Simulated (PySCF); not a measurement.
H₆O₂SeSi₃.
Structure used (PBE0-D3(BJ)/def2-SVP), in Å, numbered top down from 1:
```
atom  x, y, z in Å
O1     1.2125    0.9940    0.0813
Si2    1.6487   -0.6070   -0.0060
O3     0.2706   -1.5287    0.1057
Si4   -1.3658   -1.2779   -0.0128
Se5   -1.7570    0.6477   -1.1865
Si6   -0.2051    1.8540   -0.0122
H7     2.5326   -0.9276    1.1421
H8     2.3198   -0.8686   -1.3047
H9    -2.0061   -2.3777   -0.7806
H10   -1.9327   -1.1852    1.3616
H11   -0.6847    2.1309    1.3708
H12    0.0061    3.1162   -0.7678
```

Theory: PySCF, PBE0-D3(BJ)/def2-SVP geometry optimisation, gas phase.

Take the most abundant isotopes and a rigid rotor. The values belong to one conformer with, in the numbering `[O:1]1[SiH2:2][O:3][SiH2:4][Se:5][SiH2:6]1`, Si6–O1–Si2–O3 -13°, O1–Si2–O3–Si4 15°, Si2–O3–Si4–Se5 21°, O3–Si4–Se5–Si6 -47°.

(1) Give the principal moments of inertia and the rotational constants in MHz.

(2) What kind of rotor is it?

(3) What does the inertial defect say?

(4) Give the other two planar moments, Paa and Pbb, and the rms extents of the mass along the axes.

(5) List the rotational levels J(Ka,Kc) to J = 2 (cm⁻¹).

(6) Which lines would a microwave search look for?

## Answers

(1) Ia = 272.24, Ib = 450.99, Ic = 653.97 u·Å²; 505379 MHz·u·Å²/I gives A = 1856, B = 1121, C = 772.8 MHz.

(2) An asymmetric top; Ray's κ = -0.358.

(3) Not planar: Δ = Ic − Ia − Ib = -69.25 u·Å². For a rigid frame Δ = −2 Σ m c², so Σ m c² = 34.63 u·Å² lies off the ab plane: 11.54 from hydrogen and 23.09 from heavier atoms. The atom farthest from that plane is 1.99 Å away.

(4) Paa = Σ m a² = (Ib + Ic − Ia)/2 = 416.36 and Pbb = Σ m b² = (Ia + Ic − Ib)/2 = 237.61 u·Å². With the mass M = 201.88 u, the rms extents √(P/M) along a, b and c are 1.44, 1.08, 0.41 Å.

(5) Above 0(0,0):
J = 1: 1(0,1) 0.0632, 1(1,1) 0.0877, 1(1,0) 0.0993
J = 2: 2(0,2) 0.1862, 2(1,2) 0.2024, 2(1,1) 0.2372, 2(2,1) 0.3108, 2(2,0) 0.3141
The levels of one J sum to (2J + 1)J(J + 1)(A + B + C)/3.

(6) The dipole components are |μa| = 0.41 D, |μb| = 0.00 D, |μc| = 0.45 D; the mirror of this Cs structure is the ac plane, so μb vanishes by symmetry (the 0.02 D computed is a residue) and there are no b-type lines. Intensities carry the squares of the components, which stand as 0.83 : 1.00 (a : c). Some lines, for components of 0.1 D or more:

| type | branch | J(Ka,Kc) | MHz | lower level (cm⁻¹) |
| --- | --- | --- | --- | --- |
| a | Q | 1(1,0) ← 1(1,1) | 348 | 0.088 |
| c | Q | 2(1,2) ← 2(0,2) | 485 | 0.186 |
| c | Q | 1(1,1) ← 1(0,1) | 736 | 0.063 |
| a | Q | 2(1,1) ← 2(1,2) | 1043 | 0.202 |
| a | R | 1(0,1) ← 0(0,0) | 1893 | 0.000 |
| c | Q | 2(2,1) ← 2(1,1) | 2207 | 0.237 |
| c | R | 1(1,0) ← 0(0,0) | 2977 | 0.000 |
| a | R | 2(1,2) ← 1(1,1) | 3439 | 0.088 |
| a | R | 2(0,2) ← 1(0,1) | 3690 | 0.063 |
| a | R | 2(1,1) ← 1(1,0) | 4135 | 0.099 |
| c | R | 2(1,1) ← 1(0,1) | 5218 | 0.063 |
| c | R | 2(2,0) ← 1(1,0) | 6439 | 0.099 |
| c | R | 2(2,1) ← 1(1,1) | 6690 | 0.088 |

No PBE0-D3(BJ)/def2-SVP frequencies stand behind this structure, so it isn't proved a minimum. These are rigid-rotor constants of the computed structure; measured ground-state constants (B0) also hold zero-point vibration.

On one thread of an Arm Neoverse N1, on a shared host, this took 6.1 min wall and 0.61 GiB of memory at its peak. These figures are those of the optimisation.
